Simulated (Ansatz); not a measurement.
Molecule: chloro(difluoro)methane, CHClF$_{2}$ (charge 0, singlet). SMILES: FC(Cl)F
Geometry from a B3LYP-D3(BJ)/def2-TZVP (Ansatz, a program for electronic structure) optimisation:
```
C
F 1 1.3432
F 1 1.3432 2 108.21
H 1 1.0879 2 110.03 3 120.24
Cl 1 1.7787 4 109.10 3 120.43
```

Quantity: atomisation energy, in kcal/mol. Set-up: non-relativistic; frozen cores in correlated levels; open shells spin-unrestricted; spin-orbit terms left out; LANL2DZ with its own core potentials from Na on; atomisation electronic, to ground-state atoms; 6-311+G** with 5d, 6d on Na to Ar in Ansatz; no dispersion term unless named; 6-31G* and kin with 6d, 5d where marked. CBS marks a two-point X^-3 extrapolation of the correlation energy; Hartree-Fock from the larger set. [CCSD(T)-MP2]/basis is that difference in the basis named. Ab initio and DFT rows: single points at B3LYP-D3(BJ) geometries (Ansatz).

Coupled cluster (Ansatz) is a level with limits of its own, used here on species with T1 under 0.025 (0.045 for open shells) and stable references: RI-MP2/CBS(aug-cc-pV(T+d)Z,aug-cc-pV(Q+d)Z)+[CCSD(T)-MP2]/aug-cc-pV(T+d)Z.

Value to compare with, RI-MP2/CBS(aug-cc-pV(T+d)Z,aug-cc-pV(Q+d)Z)+[CCSD(T)-MP2]/aug-cc-pV(T+d)Z (Ansatz): 417.8 kcal/mol.

```json
[
 {"level": "B3LYP/STO-3G", "program": "Ansatz", "atomisation energy (kcal/mol)": "435.1", "difference": "17.3"},
 {"level": "B3LYP/3-21G", "program": "Ansatz", "atomisation energy (kcal/mol)": "383.3", "difference": "-34.5"},
 {"level": "B3LYP/LANL2DZ", "program": "Ansatz", "atomisation energy (kcal/mol)": "357.6", "difference": "-60.2"},
 {"level": "B3LYP/6-31G", "program": "Ansatz", "atomisation energy (kcal/mol)": "368.0", "difference": "-49.8"},
 {"level": "B3LYP/6-31G*", "program": "Ansatz", "atomisation energy (kcal/mol)": "412.9", "difference": "-4.9"},
 {"level": "B3LYP/6-31+G*", "program": "Ansatz", "atomisation energy (kcal/mol)": "404.1", "difference": "-13.7"},
 {"level": "B3LYP/6-31G**", "program": "Ansatz", "atomisation energy (kcal/mol)": "413.8", "difference": "-4.0"},
 {"level": "B3LYP/def2-SVP", "program": "Ansatz", "atomisation energy (kcal/mol)": "417.4", "difference": "-0.4"},
 {"level": "B3LYP/cc-pVDZ", "program": "Ansatz", "atomisation energy (kcal/mol)": "405.1", "difference": "-12.7"},
 {"level": "B3LYP/6-311+G**", "program": "Ansatz", "atomisation energy (kcal/mol)": "402.8", "difference": "-15.0"},
 {"level": "B3LYP/def2-TZVPD", "program": "Ansatz", "atomisation energy (kcal/mol)": "410.0", "difference": "-7.8"}
]
```

Among the 10 habitual levels, B3LYP/LANL2DZ lies farthest from RI-MP2/CBS(aug-cc-pV(T+d)Z,aug-cc-pV(Q+d)Z)+[CCSD(T)-MP2]/aug-cc-pV(T+d)Z (Ansatz) (-60.2 kcal/mol) and B3LYP/def2-SVP nearest (-0.4); 1 of 10 lie above it, and their mean absolute difference is 21.2 kcal/mol, the median 14.3. One case shows no general order.

The sets are all those run for this method; left out are runs that failed, that the program found above a lower state of the same kind, or whose <S^2> lies over 0.5 above the pure value.
